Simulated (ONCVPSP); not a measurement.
**fluorine: variants of one ONCV potential**

Base potential:

```
Element                 : F (Z = 9)
Generator               : ONCVPSP 4.0.1
Type                    : optimised norm-conserving Vanderbilt (ONCV)
Functional              : PBE
Relativity              : scalar-relativistic
Frozen core             : [He]
Valence charge          : 7
Reference configuration : 2s1.75 2p5.25
Partial waves           : 2s: rc 0.70 bohr, ncon 4, nbas 8, qcut 8.2 1/bohr, 2 projectors, debl 1.4 Ha; 2p: rc 1.10 bohr, ncon 4, nbas 7, qcut 11.4 1/bohr, 2 projectors, debl 2 Ha; d scattering state at 0.32 Ha: rc 1.25 bohr, ncon 3, nbas 7, qcut 7.7 1/bohr, 1 projector
Local potential         : polynomial inside 0.70 bohr (lpopt 5, dvloc0 0 Ha)
Core correction         : Teter function, fcfact 4.5, rcfact 1.05
```

Cutoffs, loose and tight: the cutoffs (Ha) at which the residual kinetic energy of the hardest occupied pseudo-wave falls to 1 and 0.1 mHa per electron. They do not see the model core or the augmentation charge, which bear on the density cutoff. Test errors are all-electron minus pseudo excitation energies from the reference, over the configurations 2s2 2p5; 2s2 2p4; 2s2 2p3; 2s2 2p2. A dash means not determined; rows that change the core or the reference have their own tests.

A true bound ghost makes a file unfit for plane-wave use even where its test errors are small: the radial tests pick states by their node count and pass the ghost by.

| change | outcome | cutoff, loose | cutoff, tight | bound ghosts | GHOST(+) flags above zero | largest test error (meV) |
| --- | --- | --- | --- | --- | --- | --- |
| base | generated | 193 Ha | 345 Ha | none | s | +389 |
| all radii but the core radius scaled by about 0.77 (s 0.54, p 0.84, d 0.96 bohr); local potential polynomial inside 0.54 bohr (lpopt 5, dvloc0 0 Ha) | generated | 118 Ha | 515 Ha | s | s | +177 |
| all radii but the core radius scaled by about 0.87 (s 0.60, p 0.96, d 1.08 bohr); local potential polynomial inside 0.60 bohr (lpopt 5, dvloc0 0 Ha) | generated | 170 Ha | 410 Ha | none | s | +251 |
| all radii but the core radius scaled by about 0.91 (s 0.64, p 1.00, d 1.14 bohr); local potential polynomial inside 0.64 bohr (lpopt 5, dvloc0 0 Ha) | generated | 198 Ha | 398 Ha | none | s | +286 |
| all radii but the core radius scaled by about 0.96 (s 0.68, p 1.06, d 1.20 bohr); local potential polynomial inside 0.68 bohr (lpopt 5, dvloc0 0 Ha) | generated | 197 Ha | 360 Ha | none | s | +346 |
| all radii but the core radius scaled by about 1.06 (s 0.74, p 1.16, d 1.32 bohr); local potential polynomial inside 0.74 bohr (lpopt 5, dvloc0 0 Ha) | generated | 164 Ha | 307 Ha | none | s | +463 |
| all radii but the core radius scaled by about 1.10 (s 0.76, p 1.20, d 1.38 bohr); local potential polynomial inside 0.76 bohr (lpopt 5, dvloc0 0 Ha) | generated | 155 Ha | 292 Ha | none | s | +520 |
| all radii but the core radius scaled by about 1.18 (s 0.82, p 1.30, d 1.48 bohr); local potential polynomial inside 0.82 bohr (lpopt 5, dvloc0 0 Ha) | generated | 115 Ha | 247 Ha | none | none | +675 |
| all radii but the core radius scaled by about 1.23 (s 0.86, p 1.36, d 1.54 bohr); local potential polynomial inside 0.86 bohr (lpopt 5, dvloc0 0 Ha) | generated | 68 Ha | 220 Ha | none | none | +773 |
| all radii but the core radius scaled by about 1.32 (s 0.92, p 1.46, d 1.66 bohr); local potential polynomial inside 0.92 bohr (lpopt 5, dvloc0 0 Ha) | generated | 39 Ha | 184 Ha | none | none | +950 |

Reading the sweep of the scale of all radii but the core radius (base = 1) (base included, trends over the rows without a ghost): The loose cutoff falls from 170 Ha at 0.87 to 39 Ha at 1.32, with one reversal. A larger radius leaves more room for a smooth pseudo-wave, so fewer plane waves are needed; a smaller one forces it to follow the all-electron wave where it bends sharply. The median size of the test errors (rows with all tests solved) rises from 37.1 meV at 0.87 to 162.9 meV at 1.32. More of the atom is replaced by a form fitted at one configuration, so other configurations suffer as the radius grows. Bound ghosts are found at 0.77.
